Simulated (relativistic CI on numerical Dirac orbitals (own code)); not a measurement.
**Ni⁺: M2,3 absorption edge**

Computed with this model: Dirac-Coulomb-Breit CI, orbitals from a KLI potential per configuration, a model potential for QED, valence Slater integrals scaled by 0.8, multiplet model of core-to-valence dipole absorption; configurations [Ar] 3d9 → [Ne] 3s2 3p5 3d10; 300 K; Lorentzian 1.2 eV and Gaussian 0.3 eV FWHM. Energies are those of the free ion, without screening or charge transfer. The branching ratio is the share of the lower-energy edge in the whole absorption, uncertain by about 0.02 where the edges overlap. S is read from ⟨S²⟩ = S(S + 1).

Field parameters in Wybourne normalisation: Oh B⁴₀ = 21Dq, B⁴₄ = √(5/14) B⁴₀. The field is a parameter set, without covalency.

free ion: ground-state S = 0.50, centroid 69.04 eV. Peaks (eV, height): 69.0 (100).

Oh, 10Dq = 2400 cm⁻¹: ground-state S = 0.50, centroid 69.50 eV. Peaks (eV, height): 69.2 (100), 71.2 (26).

Oh, 10Dq = 5350 cm⁻¹: ground-state S = 0.50, centroid 69.88 eV. Peaks (eV, height): 69.5 (100), 71.5 (38).

Oh, 10Dq = 8350 cm⁻¹: ground-state S = 0.50, centroid 70.16 eV. Peaks (eV, height): 69.5 (100), 71.8 (43).

Oh, 10Dq = 11350 cm⁻¹: ground-state S = 0.50, centroid 70.42 eV. Peaks (eV, height): 69.8 (100), 72.0 (45).

Oh, 10Dq = 14300 cm⁻¹: ground-state S = 0.50, centroid 70.66 eV. Peaks (eV, height): 70.0 (100), 72.2 (46).

Strongest unbroadened transitions for Oh, 10Dq = 5350 cm⁻¹:

| Energy (eV) | Relative strength |
| --- | --- |
| 69.38 | 100.0 |
| 71.51 | 30.5 |
